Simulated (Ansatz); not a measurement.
Consider the atomization: `Cl[SiH2][GeH2][Cl]` → 2 Cl• + Ge• + 4 H• + Si•.

Program: Ansatz. Geometries: PBE0-D4/def2-TZVP. ΔE: electronic, gas phase. CBS: MP2 limit from def2 TZ/QZ plus the TZ coupled-cluster correction, frozen cores. This one scheme is used for every species, atoms too. For atomizations the MP2-based limit and the directly extrapolated one differ by several kJ/mol either way, and by 10 to 25 for some Ge, Se and Sn compounds, so smaller differences from it don't rank the levels. Functionals use def2-TZVPP. B3LYP here is the variant with VWN-RPA as its local correlation; programs differ in this. No spin–orbit coupling; open shells (•) take unrestricted orbitals. Spin–orbit coupling would lower the free atoms: a little for Cl, Si; clearly for Ge. For Ge outer-core shells are correlated without core-valence functions, so the limit isn't a true one: a few kJ/mol of doubt a bond, and 10 to 20 or more in all where bonds break to atoms. Scalar relativity is left out up to krypton. Each species was taken in one conformer, which may not be the lowest.

`Cl[SiH2][GeH2][Cl]`:

```xyz
8

Cl   -0.461   -1.141   -2.424
Si    0.035   -1.126   -0.425
Ge   -0.049    1.120    0.360
Cl    0.479    0.997    2.459
H    -0.939   -1.966    0.311
H     1.403   -1.674   -0.273
H    -1.450    1.745    0.293
H     0.983    2.044   -0.302
```

```json
{"level": "PBE-D4", "ΔE (eV)": "23.09"}
{"level": "PBE0-D4", "ΔE (eV)": "23.02"}
{"level": "B3LYP-D4", "ΔE (eV)": "22.94"}
{"level": "ωB97M-V", "ΔE (eV)": "23.20"}
{"level": "SCS-MP2/def2-TZVPP", "ΔE (eV)": "22.79"}
{"level": "MP2/def2-QZVPP", "ΔE (eV)": "23.19"}
{"level": "HF/CBS(def2)", "ΔE (eV)": "17.42"}
{"level": "CCSD/CBS(def2)", "ΔE (eV)": "23.01"}
```

Problem. What does CCSD(T)/CBS give? (Estimate.)

Solution. Computed: +23.33 eV. The listed levels differ from it by -0.24, -0.31, -0.39, -0.13, -0.54, -0.14, -5.91, -0.32 eV.

Largest T1 diagnostic among the species: 0.012.

The D4 term adds +0.37 eV with B3LYP and +0.19 eV with PBE0; it sums over pairs of atoms, weighted by their polarisabilities, and B3LYP, whose exchange is more repulsive, gets the larger term. In def2-TZVPP, CCSD(T) changes the Hartree–Fock value by +5.31 eV (the triples alone add +0.32 eV) and MP2 by +5.43 eV; breaking electron pairs costs correlation energy, which Hartree–Fock lacks. From PBE to PBE0 (25 % exact exchange), in def2-TZVPP and without D4, ΔE moves by −0.03 eV: exact exchange takes away binding that semilocal exchange gives to molecules.
